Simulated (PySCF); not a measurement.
## Zinc: a sound run and one with changed settings

Sound run: Zn⁺ [Ar] 3d10 4s1, Zn²⁺ [Ar] 3d10. All numbers are calculated (PySCF 2.14, no relativity, point nucleus, in def2-SVP (5s3p2d1f, 31 functions)). The sound run starts from symmetry-adapted Hartree-Fock orbitals and uses a fine grid where one is needed.

A second run was set up differently.

```csv
species,method,sound run (hartree),changed run (hartree),converged
Zn⁺,UHF,-1777.28512,-1777.28416,no
Zn⁺,LDA,-1775.88857,-1775.85575,no
Zn⁺,MN15,-1779.06360,-1779.05291,no
Zn²⁺,UHF,-1776.68126,-1776.68037,no
Zn²⁺,LDA,-1775.22013,-1775.17017,no
Zn²⁺,MN15,-1778.42904,-1778.40961,no
```

Q: What was changed?
A. radial grid too coarse
B. all electrons correlated in a valence basis
C. too few SCF iterations
D. basis contracted for another Hamiltonian

A: C. It used initial guess minao, at most 2 SCF cycles. The SCF was stopped early; the energies are upper bounds that still move, and correlated levels were skipped or rest on poor orbitals.
